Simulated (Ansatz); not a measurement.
C2H6N, doublet, geometry from GFN2-xTB. Base run: PBE0/6-31G* (Ansatz, a first-principles code).

Geometry (Å):
```xyz
9

C      1.2313    -0.2567    -0.0966
C     -0.0580     0.1739     0.4994
N     -1.2010     0.1497    -0.3102
H      1.6472     0.4886    -0.7886
H      1.9681    -0.4220     0.6873
H      1.1034    -1.1837    -0.6572
H     -0.0552     0.9476     1.2493
H     -2.0667     0.2636     0.1990
H     -1.2296    -0.6452    -0.9357
```
Charge 0, spin multiplicity 2.
Orbitals are unrestricted.
All else is at Ansatz's defaults.

The base run was repeated with changes; each row names its change, and settings that it needs were set with it.

```csv
change,E (Eh),SCF-reference <S^2>
base,-134.34892,0.754
functional = cam_b3lyp,-134.43561,0.753
functional = b3lyp; dispersion = d4,-134.52146,0.753
functional = revpbe,-134.46961,0.752
functional = b3lyp,-134.51517,0.753
functional = lc_wpbe,-134.43245,0.754
functional = hse06,-134.34090,0.754
functional = wB97X-V,-134.46638,0.753
functional = B2PLYP,-134.34301,0.756
functional = blyp; dispersion = d3bj,-134.44736,0.752
functional = r2scan,-134.42490,0.755
functional = wB97M-V,-134.43035,0.753
functional = wB97X,-134.47452,0.754
```

Totals shift with the method and basis; they matter in differences.
